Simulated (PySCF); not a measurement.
**Distorted geometries of Bi2O2F2**

Bi2O2F2 (singlet). PySCF 2.14.0, RKS TPSS, Bi def2-SVP with ECP60, O def2-SVP, F def2-SVP; non-relativistic Hamiltonian with scalar-relativistic core potentials where named; density fitting; no spin-orbit coupling. Relaxed geometry:

```xyz
6

Bi    0.0000   -0.5386    1.6038
Bi    0.0000   -0.5386   -1.6038
O     1.3923   -0.5809    0.0000
O    -1.3923   -0.5809    0.0000
F     0.0000    1.4819    1.9631
F     0.0000    1.4819   -1.9631
```

**Question.** Order these distorted geometries by energy above the relaxed one, lowest first.
A.
```xyz
6

Bi    0.2438   -0.6237    1.8208
Bi   -0.0710   -0.7888   -1.7835
O     1.4104   -0.3164    0.0175
O    -1.5044   -0.6483   -0.0397
F     0.1365    1.6075    2.0593
F    -0.2153    1.4945   -2.0744
```
B.
```xyz
6

Bi    0.0484   -0.5810    1.6173
Bi   -0.0535   -0.5225   -1.6371
O     1.3783   -0.5960    0.0434
O    -1.4211   -0.5478    0.0024
F     0.0349    1.4612    1.9490
F     0.0130    1.5109   -1.9750
```
C.
```xyz
6

Bi    0.0428   -0.4610    1.5453
Bi   -0.0699   -0.5018   -1.5705
O     1.4861   -0.5389   -0.1128
O    -1.4456   -0.4854   -0.0338
F    -0.0422    1.3580    1.9581
F     0.0288    1.3539   -1.7864
```

**Answer.** B (0.10 eV), C (1.11 eV), A (2.47 eV).

**Question.** Which forces (eV/Å) act in the one that lies 2.47 eV up?

**Answer.** 
```
Bi  -1.04  3.37 -3.85
Bi  -0.37  4.16  4.15
O   -1.24 -1.22 -0.30
O    2.42 -0.79 -0.05
F    0.07 -2.63  0.16
F    0.16 -2.89 -0.10
```
Forces carry noise of the integration grid, about 0.01 to 0.03 eV/Å.

No frequency check is given that shows the relaxed geometry to be a minimum.
